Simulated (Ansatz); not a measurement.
System: C2H10OSi2 (charge 0, singlet). 
Coordinates optimised at B3LYP-D3(BJ)/def2-TZVP (Ansatz, a quantum-chemistry and plane-wave program):
```
C
H 1 1.0996
H 1 1.1002 2 106.83
O 1 1.4199 2 110.81 3 120.66
C 4 1.4125 1 113.15 2 -58.68
H 5 1.0891 4 107.39 1 -179.73
H 5 1.0972 6 109.23 4 120.69
H 5 1.0973 6 109.24 7 118.63
Si 1 1.8975 2 111.01 3 -119.79
H 9 1.4838 1 110.06 2 -49.64
H 9 1.4862 10 108.16 1 -117.83
Si 9 2.3430 10 110.70 11 -121.52
H 12 1.4812 9 111.12 10 -50.60
H 12 1.4846 13 108.84 9 120.75
H 12 1.4847 13 108.49 14 117.53
```

Atomisation energy built up term by term with Ansatz (kcal/mol; UHF references for open shells; valence terms freeze the core; atomic spin-orbit terms are left out). Basis-set limits of correlation are two-point, X^-3; Hartree-Fock from the larger set.

```tsv
term	basis	kcal/mol
Hartree-Fock	cc-pV(Q+d)Z	905.43
CCSD correlation	CBS(cc-pV(T+d)Z,cc-pV(Q+d)Z)	295.86
(T)	CBS(cc-pV(T+d)Z,cc-pV(Q+d)Z)	15.38
core correlation	cc-pwCVTZ	2.25
scalar relativity (X2C)	cc-pVTZ-DK against cc-pVTZ	-1.93
sum: De		1217.0
```

(T) makes 1.3 % of the CCSD(T) atomisation energy; under 5 % is typical of single-reference molecules.
